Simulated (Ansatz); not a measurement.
Consider the redistribution: `[CH3][In]([F])[GeH3]` + `[F][Al]1[CH]=[CH]1` → `[GeH3][Al]1[CH]=[CH]1` + `[CH3][In]([F])[F]`.

Calculated with Ansatz (gas phase, PBE0-D4/def2-TZVP geometries, no zero-point term in ΔE). CCSD(T)/CBS adds triple-zeta CCSD(T) − MP2 to the extrapolated MP2 energy (def2 sets, frozen cores). def2 core potentials past Kr. For Ge, In outer-core shells are correlated without core-valence functions, which leaves a few kJ/mol of doubt a bond. Scalar relativity is left out up to krypton.

```tsv
species	CCSD(T)/CBS(def2) energy (Eh)
`[CH3][In]([F])[GeH3]`	-2407.42013
`[F][Al]1[CH]=[CH]1`	-419.10904
`[GeH3][Al]1[CH]=[CH]1`	-2397.16107
`[CH3][In]([F])[F]`	-429.32218
```

(1) Work out ΔE.

Largest T1 diagnostic among the species: 0.016.

Results:

(1) ΔE = (-2397.16107) + (-429.32218) − (-2407.42013) − (-419.10904) = 0.04592 Eh = +120.6 kJ/mol.

From PBE to PBE0 (25 % exact exchange), in def2-TZVPP and without D4, ΔE moves by +6.4 kJ/mol. Leaving LDA and LC-ωPBE aside and taking each functional with its dispersion term where it has one, the values, not all of them listed here, spread over 20.7 kJ/mol, from revPBE-D4 to BHLYP-D4. LDA lies +8.0 kJ/mol from PBE without D4.
